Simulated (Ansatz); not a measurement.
Reactions of C3H7FSi (`FC[SiH]1CC1`).

Gas-phase electronic energies from Ansatz, PBE0-D4/def2-TZVP geometries. CCSD(T)/CBS adds triple-zeta CCSD(T) − MP2 to the extrapolated MP2 energy (def2 sets, frozen cores). This one scheme is used for every species, atoms too. DFT in def2-TZVPP. B3LYP here is the variant with VWN-RPA as its local correlation; programs differ in this. No spin–orbit coupling; open shells (•) take unrestricted orbitals. Spin–orbit coupling would lower the free atoms: a little for C, F, Si. One conformer a species, not always the lowest.

| reaction | CCSD/CBS(def2) (kcal/mol) | B3LYP-D4 (kcal/mol) | ωB97X-V (kcal/mol) |
| --- | --- | --- | --- |
| `FC[SiH]1CC1` + `C[SiH3]` → `[SiH3]C[SiH]1CC1` + fluoromethane | -6.4 | -5.4 | -5.5 |
| `FC[SiH]1CC1` → `C[C@@H]1C[Si@@H]1F` | -48.1 | -45.3 | -45.5 |
| `FC[SiH]1CC1` → 3 C• + F• + 7 H• + Si• | 1053.5 | 1068.1 | 1073.5 |
| `FC[SiH]1CC1` → `C/C=C(\F)[SiH3]` | -10.8 | -12.8 | -9.3 |
| `FC[SiH]1CC1` → `C[Si@H]1C[C@H]1F` | -4.1 | -4.3 | -4.5 |

**Question.** Give the CCSD(T)/CBS values in the same order. (Estimate.)

**Answer.** The calculation gave: -6.5, -47.7, 1068.3, -10.6, -4.2 kcal/mol.

Largest T1 diagnostic: 0.012, for `C/C=C(\F)[SiH3]`.
